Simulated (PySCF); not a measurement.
# Ionisation energy of Te³⁺ by level of theory

Te³⁺ [Kr] 4d10 5s2 5p1 [5p1/2^1, M_J = 1/2] → Te⁴⁺ [Kr] 4d10 5s2, as a difference of total energies. Computed with PySCF 2.14 in x2c-TZVPall-2c (8s9p5d2f, 74 functions), with the two-component X2C-1e Hamiltonian. Correlated levels: [Ar] 3d10 frozen; the 6 highest virtual spinors dropped. "Screened" scales the spin-orbit matrix elements by Boettger's factors to mimic the two-electron term; Breit and QED terms are absent.

```json
{"method": "GHF (spin-free)", "ionisation energy (eV)": "36.143"}
{"method": "GMP2 (spin-free)", "ionisation energy (eV)": "36.562"}
{"method": "GHF (screened spin-orbit)", "ionisation energy (eV)": "36.937"}
{"method": "GMP2 (screened spin-orbit)", "ionisation energy (eV)": "37.371"}
```

Question: How much does correlation contribute at GMP2 (screened spin-orbit)?

Answer: 37.371 − (36.937) = 0.434 eV, measured against GHF (screened spin-orbit).

The spin-free rows lack the spin-orbit shift.

Errors of the correlated levels include the incompleteness of this basis and the frozen core.

For comparison: 37.416 eV (measured; NIST Atomic Spectra Database, ionization energies).
